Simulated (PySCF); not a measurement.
GeOBr, SMILES [O]=[Ge][Br], multiplicity 2. Geometry optimised at PBE-D3(BJ)/def2-TZVP.

These are PBE-D3(BJ)/def2-TZVP run with PySCF values and carry that method's errors.

Harmonic wavenumbers (cm⁻¹): 136, 258, 841. Rotational constants (GHz): 23.34, 1.764, 1.640; symmetry number 1.

Q: Work out the zero-point energy and the ideal-gas rigid-rotor harmonic-oscillator thermochemistry at 298.15 K and 1 atm.

A: ZPE = ½ Σ hcν = ½ × 1235 cm⁻¹ = 7.38 kJ/mol. H − E(el) = 20.48 kJ/mol. Entropy in J/(mol K): translation 172.69, rotation 108.65, vibration 19.71, spin 5.76, total 306.81. G − E(el) = -70.99 kJ/mol. Cp = 51.05 J/(mol K). Modes under 150 cm⁻¹ make the vibrational entropy uncertain.
